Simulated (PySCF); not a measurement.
## Cl²⁺ (chlorine, charge +2) across methods

[Ne] 3s1 3p4, high-spin 4P determinant (an excited configuration). Computed with PySCF 2.14 in dyall-av3z (19s12p3d2f, 84 functions), with no relativity, point nucleus.

```tsv
method	E (hartree)	mean ε 3s α (eV)	mean ε 3p α (eV)	mean ε 3p β (eV)	Σ⟨r²⟩ (bohr²)	⟨S²⟩
PBE	-458.1637	-46.909	-33.664	-30.252	15.83	3.752
PBE0	-458.1956	-49.995	-35.555	-31.451	15.84	3.752
BP86	-458.3892	-46.949	-33.703	-30.455	15.81	3.752
UHF	-457.75544	-58.468	-40.472	-33.548	16.02	3.755
M06	-458.3246	-49.488	-35.183	-31.493	15.77	3.752
r2SCAN	-458.3309	-48.334	-34.355	-30.304	15.84	3.753
MN15	-458.3917	-49.487	-36.082	-32.674	15.68	3.751
LC-wPBE	-458.2165	-53.068	-38.580	-34.570	15.80	3.752
LDA	-456.8419	-46.715	-33.623	-30.210	15.87	3.751
```
